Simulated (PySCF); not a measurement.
# Simulated absorption spectrum

Species: C5H7PS.
Numbering: `[S:1]=[PH:2]1[CH:3]=[CH:4][CH2:5][CH:6]=[CH:7]1` (hydrogens: H8 on P2; H9 on C3; H10 on C4; H11, H12 on C5; H13 on C6; H14 on C7)

Level of theory: PySCF, TDDFT PBE0/def2-SVPD, vertical, gas phase, core orbitals frozen in the response. Isolated species at its GFN2-xTB geometry, gas phase.

Computed states:

```csv
state,E (eV),f
S1,4.39,0.0017
S2,4.50,0.0029
S3,4.52,0.039
S4,4.58,0.016
S5,5.62,0.0007
S6,5.70,0.022
S7,6.01,0.0007
S8,6.20,0.0012
```

Each state is given a Gaussian of 0.25 eV full width at half maximum, with ε(max) = 2.175×10⁸ f / Δν̃ (Δν̃ the width in cm⁻¹). The width is an assumption, not a result. The curve ends short of the highest state used, and states not computed would add to its high-energy end.

Task: Give the broadened spectrum and its maxima.

Result: 
```json
{"λ (nm)": "221.5", "ε (L mol⁻¹ cm⁻¹)": "1562"}
{"λ (nm)": "223.5", "ε (L mol⁻¹ cm⁻¹)": "899"}
{"λ (nm)": "225.6", "ε (L mol⁻¹ cm⁻¹)": "406"}
{"λ (nm)": "227.6", "ε (L mol⁻¹ cm⁻¹)": "158"}
{"λ (nm)": "229.6", "ε (L mol⁻¹ cm⁻¹)": "52"}
{"λ (nm)": "231.7", "ε (L mol⁻¹ cm⁻¹)": "13"}
{"λ (nm)": "233.7", "ε (L mol⁻¹ cm⁻¹)": "3"}
{"λ (nm)": "235.7", "ε (L mol⁻¹ cm⁻¹)": "1"}
{"λ (nm)": "237.7", "ε (L mol⁻¹ cm⁻¹)": "0"}
{"λ (nm)": "239.8", "ε (L mol⁻¹ cm⁻¹)": "0"}
{"λ (nm)": "241.8", "ε (L mol⁻¹ cm⁻¹)": "0"}
{"λ (nm)": "243.8", "ε (L mol⁻¹ cm⁻¹)": "0"}
{"λ (nm)": "245.8", "ε (L mol⁻¹ cm⁻¹)": "0"}
{"λ (nm)": "247.9", "ε (L mol⁻¹ cm⁻¹)": "1"}
{"λ (nm)": "249.9", "ε (L mol⁻¹ cm⁻¹)": "3"}
{"λ (nm)": "251.9", "ε (L mol⁻¹ cm⁻¹)": "12"}
{"λ (nm)": "254.0", "ε (L mol⁻¹ cm⁻¹)": "42"}
{"λ (nm)": "256.0", "ε (L mol⁻¹ cm⁻¹)": "117"}
{"λ (nm)": "258.0", "ε (L mol⁻¹ cm⁻¹)": "288"}
{"λ (nm)": "260.0", "ε (L mol⁻¹ cm⁻¹)": "621"}
{"λ (nm)": "262.1", "ε (L mol⁻¹ cm⁻¹)": "1224"}
{"λ (nm)": "264.1", "ε (L mol⁻¹ cm⁻¹)": "2072"}
{"λ (nm)": "266.1", "ε (L mol⁻¹ cm⁻¹)": "3143"}
{"λ (nm)": "268.1", "ε (L mol⁻¹ cm⁻¹)": "4290"}
{"λ (nm)": "270.2", "ε (L mol⁻¹ cm⁻¹)": "5333"}
{"λ (nm)": "272.2", "ε (L mol⁻¹ cm⁻¹)": "5943"}
{"λ (nm)": "274.2", "ε (L mol⁻¹ cm⁻¹)": "6039"}
{"λ (nm)": "276.2", "ε (L mol⁻¹ cm⁻¹)": "5620"}
{"λ (nm)": "278.3", "ε (L mol⁻¹ cm⁻¹)": "4762"}
{"λ (nm)": "280.3", "ε (L mol⁻¹ cm⁻¹)": "3752"}
{"λ (nm)": "282.3", "ε (L mol⁻¹ cm⁻¹)": "2745"}
{"λ (nm)": "284.4", "ε (L mol⁻¹ cm⁻¹)": "1836"}
{"λ (nm)": "286.4", "ε (L mol⁻¹ cm⁻¹)": "1173"}
{"λ (nm)": "288.4", "ε (L mol⁻¹ cm⁻¹)": "708"}
{"λ (nm)": "290.4", "ε (L mol⁻¹ cm⁻¹)": "406"}
{"λ (nm)": "292.5", "ε (L mol⁻¹ cm⁻¹)": "215"}
{"λ (nm)": "294.5", "ε (L mol⁻¹ cm⁻¹)": "113"}
{"λ (nm)": "296.5", "ε (L mol⁻¹ cm⁻¹)": "57"}
{"λ (nm)": "298.5", "ε (L mol⁻¹ cm⁻¹)": "28"}
{"λ (nm)": "300.6", "ε (L mol⁻¹ cm⁻¹)": "13"}
{"λ (nm)": "302.6", "ε (L mol⁻¹ cm⁻¹)": "6"}
{"λ (nm)": "304.6", "ε (L mol⁻¹ cm⁻¹)": "3"}
{"λ (nm)": "306.7", "ε (L mol⁻¹ cm⁻¹)": "1"}
{"λ (nm)": "308.7", "ε (L mol⁻¹ cm⁻¹)": "0"}
```

Maxima: 274 nm (4.53 eV), ε about 6100, made up of S3 (69%) and S4 (25%) (ε in L mol⁻¹ cm⁻¹; maxima over ε = 5, shares over 10%). At its high-energy end, 5.60 eV, the curve is still rising (ε about 1600, from S6).

Task: Coming from long wavelengths, where does ε first pass 100 L mol⁻¹ cm⁻¹?

Result: At about 295 nm (4.21 eV), 0.19 eV below S1.

Task: On this curve, what absorbance would a 10⁻³ mol/L sample give at 280 nm over a 1 cm path?

Result: 280 nm is 4.428 eV, where ε is about 3900 L mol⁻¹ cm⁻¹, so A = ε c l ≈ 3.9 (Beer–Lambert, with the gas-phase spectrum and the assumed width).

Task: What would ε be at 4.53 eV, the highest of these maxima, with half the width (0.125 eV)?

Result: About 11000 L mol⁻¹ cm⁻¹ against 6070, a factor of about 1.8; a lone state at its own centre would give exactly 2.
